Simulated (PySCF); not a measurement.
In(OH)(SH)2 (H₃InOS₂), SMILES [OH][In]([SH])[SH].

Coordinates come from a B3LYP-D3(BJ)/def2-SVP optimisation. The structure was generated by enumeration; whether it is a known compound was not checked. The def2 effective core potentials stand for the cores of In; spin–orbit coupling is left out. Other conformers were not sampled.

Two levels are set side by side: TDA-PBE/def2-SVPD (PySCF) and TDA-PBE0/def2-SVPD (PySCF). Vertical, same geometry. The lowest singlet is HOMO→LUMO 100 % with PBE and HOMO→LUMO 98 % with the other functional; states are paired by order. Differences are taken from unrounded values.

| quantity | TDA-PBE |
|---|---|
| lowest singlet excitation (eV) | 3.59 |
| lowest triplet excitation (TDA) (eV) | 3.30 |
| first bright state (f over 0.05) (eV) | 5.70 |
| its oscillator strength | 0.16 |

Q: These are the TDA-PBE values. What does TDA-PBE0 give? (Estimate from the structure and the level; the computed values follow.)

A: 
```
quantity                               TDA-PBE0  TDA-PBE minus TDA-PBE0
-------------------------------------  --------  ----------------------
lowest singlet excitation (eV)             4.19                   -0.60
lowest triplet excitation (TDA) (eV)       3.85                   -0.55
first bright state (f over 0.05) (eV)      6.36                   -0.66
its oscillator strength                    0.31                   -0.15
```

A lower first singlet is the usual sign of a functional without exact exchange. Differences between two approximate levels are no errors against the true value.

Rough cost on one machine, each run with all the roots and properties that it gave: TDA-PBE0 against TDA-PBE about 2 times.
